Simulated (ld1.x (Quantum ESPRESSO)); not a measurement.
**An all-electron radial function and its pseudo partner (H)**

Columns: radius, all-electron u(r) and pseudo u(r) of the 1s shell (level -6.53 eV) of hydrogen in the configuration 1s1; BLYP, scalar-relativistic, RRKJ scheme, ld1.x (Quantum ESPRESSO) 7.5.

```json
{"r (bohr)": "0.040", "all-electron": "0.0749", "pseudo": "0.0656"}
{"r (bohr)": "0.080", "all-electron": "0.1437", "pseudo": "0.1303"}
{"r (bohr)": "0.120", "all-electron": "0.2067", "pseudo": "0.1931"}
{"r (bohr)": "0.160", "all-electron": "0.2644", "pseudo": "0.2530"}
{"r (bohr)": "0.200", "all-electron": "0.3170", "pseudo": "0.3092"}
{"r (bohr)": "0.240", "all-electron": "0.3648", "pseudo": "0.3611"}
{"r (bohr)": "0.280", "all-electron": "0.4083", "pseudo": "0.4082"}
{"r (bohr)": "0.320", "all-electron": "0.4476", "pseudo": "0.4503"}
{"r (bohr)": "0.360", "all-electron": "0.4831", "pseudo": "0.4873"}
{"r (bohr)": "0.400", "all-electron": "0.5151", "pseudo": "0.5197"}
{"r (bohr)": "0.440", "all-electron": "0.5437", "pseudo": "0.5479"}
{"r (bohr)": "0.480", "all-electron": "0.5692", "pseudo": "0.5724"}
{"r (bohr)": "0.520", "all-electron": "0.5919", "pseudo": "0.5939"}
{"r (bohr)": "0.560", "all-electron": "0.6118", "pseudo": "0.6129"}
{"r (bohr)": "0.600", "all-electron": "0.6293", "pseudo": "0.6298"}
{"r (bohr)": "0.640", "all-electron": "0.6445", "pseudo": "0.6446"}
{"r (bohr)": "0.680", "all-electron": "0.6576", "pseudo": "0.6576"}
{"r (bohr)": "0.720", "all-electron": "0.6687", "pseudo": "0.6687"}
{"r (bohr)": "0.760", "all-electron": "0.6780", "pseudo": "0.6780"}
{"r (bohr)": "0.800", "all-electron": "0.6856", "pseudo": "0.6856"}
{"r (bohr)": "0.840", "all-electron": "0.6917", "pseudo": "0.6917"}
{"r (bohr)": "0.880", "all-electron": "0.6963", "pseudo": "0.6963"}
{"r (bohr)": "0.920", "all-electron": "0.6996", "pseudo": "0.6996"}
{"r (bohr)": "0.960", "all-electron": "0.7016", "pseudo": "0.7016"}
{"r (bohr)": "1.000", "all-electron": "0.7026", "pseudo": "0.7026"}
{"r (bohr)": "1.040", "all-electron": "0.7025", "pseudo": "0.7025"}
```

Q: How many radial nodes do the two functions have?

A: The all-electron 1s function has n − l − 1 = 0; the pseudo-wave has 0.

Q: At about which radius was the pseudo-wave matched?

A: 0.75 bohr. The columns agree to 0.0005 from 0.64 bohr on; several derivatives are matched, so the curves merge somewhat inside the radius.

Q: Is the pseudo-wave norm-conserving?

A: Yes: the RRKJ scheme keeps the norm inside the radius equal to the all-electron one, which fixes the energy derivative of the logarithmic derivative at the level.
